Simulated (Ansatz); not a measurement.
Zn₂Te. Charge 0, multiplicity 1. Geometry PBE-D4/def2-TZVP, basis def2-TZVP, Ansatz.

```
atom   x (Å)   y (Å)   z (Å)
 Zn1   0.606   0.987  -0.862
 Zn2   0.466   0.001   1.367
 Te3  -1.072  -0.988  -0.505
```

| run | HOMO (eV) | LUMO (eV) |
| --- | --- | --- |
| A | -5.41 | -3.54 |
| B | -4.94 | -4.46 |
| C | -4.90 | -4.21 |
| D | -4.81 | -4.10 |
| E | -4.74 | -4.21 |

In the def2 sets Te takes a core potential; there is no spin–orbit coupling. Another isomer (triplet) lies 0.23 eV lower at PBE0-D4/def2-TZVP; other spin states weren't run for this one.

Task: The runs used B97M-V, LDA (SPW92), PBE, PBE0, r2SCAN. Estimate which is which.

Result: A PBE0 (25 % exact exchange); B LDA (SPW92) (0 % exact exchange); C r2SCAN (0 % exact exchange); D B97M-V (0 % exact exchange); E PBE (0 % exact exchange). Exact exchange lowers occupied and raises empty levels; among semilocal functionals meta-GGAs tend to open the gap a little, and such runs are hard to tell apart. The gap grows from 0.48 eV (LDA (SPW92)) to 1.86 eV (PBE0). The restricted singlet is unstable towards broken spin symmetry in Hartree–Fock (as tested in another run); at PBE0-D4/def2-TZVP, LDA (SPW92)/def2-TZVP, r2SCAN-D4/def2-TZVP, B97M-V/def2-TZVP and others this wasn't settled.
